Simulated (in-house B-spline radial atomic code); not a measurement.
A calculation on the manganese ion Mn⁸⁺: its settings, and results tabulated from the run. All numbers are computed (non-relativistic B97-1, spin-polarised, spherical fractional occupations, exact exchange averaged over the configuration; point nucleus) with a radial B-spline atomic code at the basis-set limit, not measured.

Command:
```bash
python run_scf.py task.json out
```
Settings:
```
Z                25
configuration    [Ne] 3s2 3p5
hamiltonian      nr
method           b97_1
spin_polarised   True
exact_exchange   averaged over the configuration
```

Output (hartree, bohr):
```
 radial grid: 43 intervals, B-splines of order 8, outer radius 7.931 bohr

 iter        energy (Eh)    residual
    1       -1123.375882    7.51e-01
    2       -1128.730397    2.07e-01
    3       -1129.055459    7.44e-02
    4       -1129.101895    2.65e-02
    5       -1129.108968    7.78e-03
    6       -1129.109464    1.25e-04
    7       -1129.109464    8.48e-06
    8       -1129.109464    1.73e-07

 total energy                     -1129.10946
 kinetic                            1128.3360
 electron-nucleus                  -2569.9421
 Hartree                             358.7845
 exact exchange                       -9.4799
 exchange-correlation                -36.8080

 orbital      occ     eigenvalue          <r>       <r^2>       <1/r>     <1/r^2>       r_max
 1s up      1.000      -242.2013    0.0615699  0.00508422     24.5159     1210.13     0.04054
 1s down    1.000      -242.1762    0.0615642  0.00508325     24.5177     1210.28     0.04054
 2s up      1.000       -34.0951     0.281295   0.0932856     5.24181     112.609      0.2349
 2s down    1.000       -34.0739     0.281143   0.0931557     5.24288     112.615      0.2349
 2p up      3.000       -30.1662     0.247284   0.0750027     5.18195     36.8349      0.1894
 2p down    3.000       -30.1324     0.247369   0.0750458     5.17968     36.8023      0.1895
 3s up      1.000        -9.0660     0.784869    0.701685      1.8049     20.0151      0.7106
 3s down    1.000        -8.9566     0.787281    0.706187     1.79748     19.8229      0.7112
 3p up      3.000        -7.8493     0.794499    0.728633     1.72038     6.40564      0.7083
 3p down    2.000        -7.7689     0.797159    0.733939     1.71546     6.37637      0.7092
```

Cost of the run: 0.27 s on 1 thread of Arm Neoverse N1 (shared host).
